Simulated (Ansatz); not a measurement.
Constitutional and geometric isomers with formula H2B2O. All species are isolated molecules in the gas phase. One relaxed conformer stands for each flexible species; it need not be the lowest. Strings in code marks are SMILES.

Quantity: electronic energy of isomers of H2B2O relative to `BB=O`, in eV. The DFT solution of `[H]/B=B/O` is unstable or spin-contaminated; the geometry comes from it. The restricted reference of `[H]/B=B/O` is unstable towards unrestricted orbitals.

Level 1: frozen-core CCSD(T) with HF/cc-pV5Z and the correlation energy extrapolated as X^-3 from cc-pVQZ and cc-pV5Z // B3LYP-D3(BJ)/def2-TZVP (Ansatz, a program for electronic structure)
Level 2: B3LYP/cc-pVTZ // B3LYP-D3(BJ)/def2-TZVP (Ansatz)
Level 3: PBE/cc-pVTZ // B3LYP-D3(BJ)/def2-TZVP (Ansatz)
Level 4: r2SCAN/cc-pVTZ // B3LYP-D3(BJ)/def2-TZVP (Ansatz)

```csv
species,level 1,level 2,level 3,level 4
`B1BO1`,0.284,0.336,0.217,0.200
`[H]/B=B/O`,2.98,2.97,2.89,2.96
```
